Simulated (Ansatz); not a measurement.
The Sn1–H2 bond of H2OSn (SMILES [OH][SnH]) is stretched (multiplicity 1, the rest rigid).
Geometry at rest (charge 0, multiplicity 1):
```xyz
4

Sn    -0.1839    -0.1503     0.1953
H     -1.4552     0.0147    -1.0721
O      1.2153     0.7994    -0.8693
H      0.9260     1.1031    -1.7363
```

Frozen-core correlation. Filled d and f shells under p-block atoms count as core.

The values were computed with Ansatz (Gaussian basis) for Hartree–Fock, density functionals and correlated methods. Each number belongs to the level named beside it. In def2 rows elements past Kr take small-core potentials, without spin–orbit coupling.

FIC-MRCISD+Q on CASSCF(2,2)/def2-TZVPP, total energies (hartree):

```json
[
 {"R (Å)": "1.803", "CASSCF": "-289.431814", "MRCISD": "-289.743374", "weight c² of the reference": "0.91096"},
 {"R (Å)": "3.155", "CASSCF": "-289.360816", "MRCISD": "-289.664314", "weight c² of the reference": "0.91154"},
 {"R (Å)": "5.769", "CASSCF": "-289.338792", "MRCISD": "-289.639715", "weight c² of the reference": "0.91225"}
]
```

Add the Davidson correction (E_MRCISD − E_CASSCF)(1 − c²)/c² and give the energies above the first point at the three levels.


Corrections (hartree): -0.030452, -0.029452, -0.028945. Above the first point (kcal/mol):
- R = 3.155 Å: CASSCF 44.6, MRCISD 49.6, with the correction 50.2
- R = 5.769 Å: CASSCF 58.4, MRCISD 65.0, with the correction 66.0

Ansatz is a first-principles code.
